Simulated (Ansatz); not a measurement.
Basis-set extrapolation for C3H5FOSi (`FCOC1=C[SiH2]1`) (PBE0-D4/def2-TZVP geometry, frozen core, Ansatz 0.2.0). Multiplicity 1, RHF reference.

```json
{"": "HF", "def2-TZVPP": "-579.793602", "def2-QZVPP": "-579.815435"}
{"": "MP2 correlation", "def2-TZVPP": "-1.075319", "def2-QZVPP": "-1.157841"}
{"": "CCSD(T) correlation", "def2-TZVPP": "-1.154582", "def2-QZVPP": "not run"}
```

Energies in hartree. Use E(X) = E(∞) + A·exp(−7.88·√X) for Hartree–Fock and E(X) = E(∞) + B·X^(−2.97) for correlation, with X = 3 and 4, and add CCSD(T) minus MP2 of the smaller set to the MP2 limit.

Problem. What is the CCSD(T) energy at the basis-set limit?

Solution. HF limit: -579.815435 + (-0.021833) × 0.13774 = -579.81844. MP2 limit: -1.157841 + (-0.082522) × 0.74074 = -1.21897. Higher-order term: -1.154582 − (-1.075319) = -0.07926. Total: -581.11667 hartree, 442.4 kJ/mol below CCSD(T)/def2-TZVPP.
